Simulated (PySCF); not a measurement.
Structure and specific rotation at 589.3 nm (origin-invariant length gauge)

The calculation used TDDFT CAM-B3LYP/def2-SVPD circular dichroism and optical rotation, one conformer, gas phase (PySCF). Geometry: GFN2-xTB.

Each molecule in one low-energy conformer. The parent is C[C@@H]1COC=C[Si@H]1F.

(1) How does the specific rotation at 589.3 nm (origin-invariant length gauge) change along this series?
- C[C@@H]1COC=C[Si@H]1F (base)
- C[C@@H]1COC=C[Si@@H]1F (diastereomer)

## Answers

(1) 
| molecule | [α]589 (deg dm⁻¹ (g/mL)⁻¹) | S1 (eV) | R(S1), velocity form (10⁻⁴⁰ esu² cm²) |
| --- | --- | --- | --- |
| C[C@@H]1COC=C[Si@H]1F | -223.7 | 6.15 | -32.0 |
| C[C@@H]1COC=C[Si@@H]1F | +310.0 | 6.12 | +52.0 |

The specific rotation at 589.3 nm (origin-invariant length gauge) is lowest for C[C@@H]1COC=C[Si@H]1F and highest for C[C@@H]1COC=C[Si@@H]1F.
